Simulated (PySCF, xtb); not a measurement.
AlCl₃, SMILES [Cl][Al+]([Cl])[Cl] (connectivity only; charge and spin as stated), charge +1, multiplicity 2.

Harmonic wavenumbers (cm⁻¹) from GFN2-xTB run with xtb at its own minimum, in rising order: 60, 60, 224, 371, 554, 554.

Task: What does PBE0-D3(BJ)/def2-SVP in PySCF 2.14.0 give at its own minimum? (Estimate from the structure and the level; the computed values follow.)

Result: 103, 146, 167, 383, 407, 733. Paired by order, the mean absolute difference is 88 cm⁻¹ and the zero-point energies are 2.6 and 2.8 kcal/mol.
